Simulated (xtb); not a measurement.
xtb job for C2H4N, SMILES C(#[NH+])C, charge +1, GFN2-xTB. 

```
$ xtb mol.xyz --gfn 2 --ohess tight --chrg 1 --uhf 0 --json
$ cat mol.xyz
7

C     -0.88170000     0.02510000    -0.17060000
C      0.49430000    -0.03320000     0.09220000
N      1.55830000    -0.08270000     0.34380000
H     -1.17090000    -0.79780000    -0.84280000
H     -1.14820000     0.97640000    -0.72600000
H     -1.47960000    -0.01340000     0.73210000
H      2.55550000    -0.10170000     0.55100000
```

It prints:

```
[banner left out]
          |                Calculation Setup                |
           -------------------------------------------------



           -------------------------------------------------
          |                 G F N 2 - x T B                 |
           -------------------------------------------------

        Reference                      10.1021/acs.jctc.8b01176
      * Hamiltonian:
        H0-scaling (s, p, d)           1.850000    2.230000    2.230000
        zeta-weighting                 0.500000
      * Dispersion:
        s8                             2.700000
        a1                             0.520000
        a2                             5.000000
        s9                             5.000000
      * Repulsion:
        kExp                           1.500000    1.000000
        rExp                           1.000000
      * Coulomb:
        alpha                          2.000000
        third order                    shell-resolved
        anisotropic                    true
        a3                             3.000000
        a5                             4.000000
        cn-shift                       1.200000
        cn-exp                         4.000000
        max-rad                        5.000000


          ...................................................
          :                      SETUP                      :
          :.................................................:
          :  # basis functions                  16          :
          :  # atomic orbitals                  16          :
          :  # shells                           10          :
          :  # electrons                        16          :
          :  max. iterations                   250          :
          :  Hamiltonian                  GFN2-xTB          :
          :  restarted?                      false          :
          :  GBSA solvation                  false          :
          :  PC potential                    false          :
          :  electronic temp.          300.0000000     K    :
          :  accuracy                    1.0000000          :
          :  -> integral cutoff          0.2500000E+02      :
          :  -> integral neglect         0.1000000E-07      :
          :  -> SCF convergence          0.1000000E-05 Eh   :
          :  -> wf. convergence          0.1000000E-03 e    :
          :  Broyden damping             0.4000000          :
          :  net charge                          1          :
          :  unpaired electrons                  0          :
          ...................................................

 iter      E             dE          RMSdq      gap      omega  full diag
   1     -8.8601983 -0.886020E+01  0.716E+00    8.22       0.0  T
   2     -8.9393385 -0.791402E-01  0.487E+00    6.89       1.0  T
   3     -8.9715697 -0.322311E-01  0.261E+00    6.59       1.0  T
   4     -8.9740120 -0.244236E-02  0.482E-01    6.42       1.0  T
   5     -8.9744833 -0.471245E-03  0.129E-01    6.42       1.0  T
   6     -8.9745046 -0.213608E-04  0.415E-02    6.45       1.0  T
   7     -8.9745050 -0.387233E-06  0.151E-02    6.44       2.5  T
   8     -8.9745060 -0.101983E-05  0.448E-03    6.45       8.4  T
   9     -8.9745061 -0.872593E-07  0.704E-04    6.45      53.7  T
  10     -8.9745061 -0.207976E-08  0.104E-04    6.45     362.9  T

   *** convergence criteria satisfied after 10 iterations ***

         #    Occupation            Energy/Eh            Energy/eV
      -------------------------------------------------------------
         1        2.0000           -0.9442099             -25.6933
         2        2.0000           -0.8799756             -23.9454
         3        2.0000           -0.8156506             -22.1950
         4        2.0000           -0.8020452             -21.8248
         5        2.0000           -0.8016848             -21.8150
         6        2.0000           -0.7503077             -20.4169
         7        2.0000           -0.7028881             -19.1266
         8        2.0000           -0.6986008             -19.0099 (HOMO)
         9                         -0.4615793             -12.5602 (LUMO)
        10                         -0.4604623             -12.5298
        11                         -0.2413154              -6.5665
        12                         -0.0787747              -2.1436
        13                         -0.0284742              -0.7748
       ...                                ...                  ...
        16                          1.3651093              37.1465
      -------------------------------------------------------------
                  HL-Gap            0.2370216 Eh            6.4497 eV
             Fermi-level           -0.5800901 Eh          -15.7851 eV

 SCC (total)                   0 d,  0 h,  0 min,  0.002 sec
 SCC setup                      ...        0 min,  0.000 sec (  3.895%)
[...]

 Mol. C6AA /au·bohr⁶  :        343.684740
 Mol. C8AA /au·bohr⁸  :       7918.229264
 Mol. α(0) /au        :         28.243646


Wiberg/Mayer (AO) data.
largest (>0.10) Wiberg bond orders for each atom

 ---------------------------------------------------------------------------
     #   Z sym  total        # sym  WBO       # sym  WBO       # sym  WBO
 ---------------------------------------------------------------------------
     1   6 C    3.955 --     2 C    1.225     6 H    0.875     5 H    0.875
                             4 H    0.875
     2   6 C    3.909 --     3 N    2.576     1 C    1.225
     3   7 N    3.677 --     2 C    2.576     7 H    0.865
     4   1 H    0.962 --     1 C    0.875
     5   1 H    0.962 --     1 C    0.875
     6   1 H    0.962 --     1 C    0.875
     7   1 H    0.889 --     3 N    0.865
 ---------------------------------------------------------------------------

Topologies differ in total number of bonds
Writing topology from bond orders to xtbtopo.mol

molecular dipole:
                 x           y           z       tot (Debye)
 q only:        0.631      -0.034       0.135
   full:        0.713      -0.038       0.153       1.856
molecular quadrupole (traceless):
                xx          xy          yy          xz          yz          zz
 q only:        9.590      -0.618      -5.126       3.182      -0.133      -4.465
  q+dip:       11.490      -0.741      -6.141       3.813      -0.160      -5.349
   full:        9.811      -0.634      -5.243       3.256      -0.137      -4.568

           -------------------------------------------------
          |                Geometry Summary                 |
           -------------------------------------------------

      molecular mass/u    :       42.0599380
   center of mass at/Å    :        0.3742397      -0.0197058       0.0801008
  moments of inertia/u·Å² :        0.3198664E+01   0.5687561E+02   0.5687578E+02
rotational constants/cm⁻¹ :        0.5270210E+01   0.2963947E+00   0.2963939E+00

 * 6 selected distances

     #   Z          #   Z                                           value/Å
     1   6 C        2   6 C                                       1.3861290 (max)
     2   6 C        3   7 N                                       1.1482906
     1   6 C        4   1 H                                       1.0954415
     1   6 C        5   1 H                                       1.0954040
     1   6 C        6   1 H                                       1.0954132
     3   7 N        7   1 H                                       1.0022001 (min)

 * 4 distinct bonds (by element types)

   Z      Z             #   av. dist./Å        max./Å        min./Å
   1 H    6 C           3     1.0954196     1.0954415     1.0954040
   6 C    6 C           1     1.3861290     1.3861290     1.3861290
   1 H    7 N           1     1.0022001     1.0022001     1.0022001
   6 C    7 N           1     1.1482906     1.1482906     1.1482906

           -------------------------------------------------
          |               Frequency Printout                |
           -------------------------------------------------
 projected vibrational frequencies (cm⁻¹)
eigval :       -0.00    -0.00    -0.00     0.00     0.00     0.00
eigval :      347.53   347.59   509.98   510.12   938.41   938.45
eigval :     1054.47  1294.81  1294.89  1327.32  2369.27  2955.65
eigval :     2955.86  2971.19  3504.63
 reduced masses (amu)
   1: 11.38   2:  5.63   3: 11.54   4: 12.03   5:  8.11   6:  6.85   7: 10.29   8: 10.29
   9:  2.05  10:  2.05  11:  4.81  12:  4.81  13:  9.23  14:  1.50  15:  1.50  16:  4.58
Molecule has the following symmetry elements: (C3) 3*(sigma)
It seems to be the C3v point group
  17: 11.91  18:  1.96  19:  1.96  20:  1.29  21:  2.43
 IR intensities (km·mol⁻¹)
   1:  6.57   2:  5.63   3: 23.02   4: 17.30   5:  8.31   6:  8.86   7:  2.95   8:  3.01
   9:195.62  10:195.54  11: 26.63  12: 26.56  13: 14.43  14: 59.43  15: 58.90  16:189.94
  17:369.82  18: 53.09  19: 53.09  20: 65.69  21:731.98
 Raman intensities (Ä⁴*amu⁻¹)
   1:  0.00   2:  0.00   3:  0.00   4:  0.00   5:  0.00   6:  0.00   7:  0.00   8:  0.00
   9:  0.00  10:  0.00  11:  0.00  12:  0.00  13:  0.00  14:  0.00  15:  0.00  16:  0.00
  17:  0.00  18:  0.00  19:  0.00  20:  0.00  21:  0.00
 output can be read by thermo (or use thermo option).
 writing <g98.out> molden fake output.
 recommended (thermochemical) frequency scaling factor: 1.0
           -------------------------------------------------
          |             Thermodynamic Functions             |
           -------------------------------------------------

c3v symmetry found (for desy threshold:  0.10E+00) used in thermo

          ...................................................
          :                      SETUP                      :
          :.................................................:
          :  # frequencies                          15      :
          :  # imaginary freq.                       0      :
          :  linear?                             false      :
          :  only rotor calc.                    false      :
          :  symmetry                              c3v      :
          :  rotational number                       3      :
          :  scaling factor                  1.0000000      :
          :  rotor cutoff                   50.0000000 cm⁻¹ :
          :  imag. cutoff                  -20.0000000 cm⁻¹ :
          :.................................................:

    mode    ω/cm⁻¹     T·S(HO)/kcal·mol⁻¹    T·S(FR)/kcal·mol⁻¹   T·S(vib)
   ------------------------------------------------------------------------
   ------------------------------------------------------------------------

   temp. (K)  partition function   enthalpy   heat capacity  entropy
                                   cal/mol     cal/K/mol   cal/K/mol   J/K/mol
 298.15  VIB   1.87                  826.888      7.276      4.017
         ROT  0.259E+04              888.752      2.981     18.600
         INT  0.484E+04             1715.640     10.257     22.617
         TR   0.264E+27             1481.254      4.968     37.120
         TOT                        3196.8939    15.2251    59.7364   249.9370

       T/K    H(0)-H(T)+PV         H(T)/Eh          T*S/Eh         G(T)/Eh
   ------------------------------------------------------------------------
    298.15    0.509457E-02    0.582218E-01    0.283827E-01    0.298391E-01
   ------------------------------------------------------------------------

         :::::::::::::::::::::::::::::::::::::::::::::::::::::
         ::                  THERMODYNAMIC                  ::
         :::::::::::::::::::::::::::::::::::::::::::::::::::::
         :: total free energy          -8.715814387541 Eh   ::
         ::.................................................::
         :: total energy               -8.745653527854 Eh   ::
         :: zero point energy           0.053127249621 Eh   ::
         :: G(RRHO) w/o ZPVE           -0.023288109308 Eh   ::
         :: G(RRHO) contrib.            0.029839140313 Eh   ::
         :::::::::::::::::::::::::::::::::::::::::::::::::::::

optimized geometry written to: xtbopt.xyz


           -------------------------------------------------
          | TOTAL ENERGY               -8.745653527854 Eh   |
          | TOTAL ENTHALPY             -8.687431703442 Eh   |
          | TOTAL FREE ENERGY          -8.715814387541 Eh   |
          | GRADIENT NORM               0.000072402579 Eh/α |
          | HOMO-LUMO GAP               6.106824924666 eV   |
           -------------------------------------------------

------------------------------------------------------------------------
------------------------------------------------------------------------
Note: The following floating-point exceptions are signalling: IEEE_UNDERFLOW_FLAG IEEE_DENORMAL
normal termination of xtb
 total:
 SCF:
 ANC optimizer:
 analytical hessian:
```

The run converged.
